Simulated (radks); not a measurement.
The numbers below are computed, except where a source is named.
Ge II, 31 electrons, occupied as [Ar] 3d10 4s2 4p1. Code: a radial shooting solver on a logarithmic mesh with Libxc functionals. Model: scalar-relativistic Kohn-Sham, PBE, spin-polarised, spherical densities, finite nucleus; open shells are filled with parallel spins first; Fermi nuclear charge, rms radius 4.0742 fm.

Normalised radial functions P(r) = r R(r), r in bohr:

r,3d down,4p up
0.007073,0.0002,0.0043
0.009284,0.0003,0.0071
0.01219,0.0007,0.0114
0.01612,0.0016,0.0186
0.02116,0.0034,0.0292
0.02778,0.0072,0.0448
0.03646,0.0149,0.0666
0.04786,0.0299,0.0947
0.06332,0.0595,0.1276
0.08312,0.1116,0.1566
0.1091,0.1992,0.1692
0.1432,0.3350,0.1473
0.188,0.5239,0.0753
0.2487,0.7579,-0.0499
0.3264,0.9790,-0.1872
0.4285,1.1273,-0.2756
0.5624,1.1413,-0.2502
0.7382,1.0096,-0.0898
0.969,0.7782,0.1646
1.282,0.5104,0.4386
1.683,0.2858,0.6283
2.209,0.1299,0.6769
2.899,0.0450,0.5679
3.806,0.0109,0.3669
5.035,0.0016,0.1725
6.609,0.0001,0.0564
8.675,0.0000,0.0112

3d down: eigenvalue -38.218 eV, 0 radial nodes, <r> = 0.733 bohr, 90 % of the charge inside 1.24 bohr. 4p up: eigenvalue -11.671 eV, 2 radial nodes at r = 0.225, 0.819 bohr, <r> = 2.54 bohr, 90 % of the charge inside 3.87 bohr.
